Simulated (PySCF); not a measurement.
A structure optimised at B3LYP-D3(BJ)/def2-SVP, used in a PySCF frequency run:

```xyz
5

Ta     0.0000     0.0000    -0.0101
O      0.0000     0.0000    -1.7283
F     -1.5587     0.8999     0.5395
F      1.5587     0.8999     0.5395
F      0.0000    -1.7998     0.5395
```
Charge 0, spin multiplicity 1.

Q: Write its SMILES, formula and point group.

A: [O]=[Ta]([F])([F])[F], F₃OTa, C3v

Q: What are its rotational constants (standard atomic weights)?

A: 3.2252, 3.2252, 2.7374 GHz
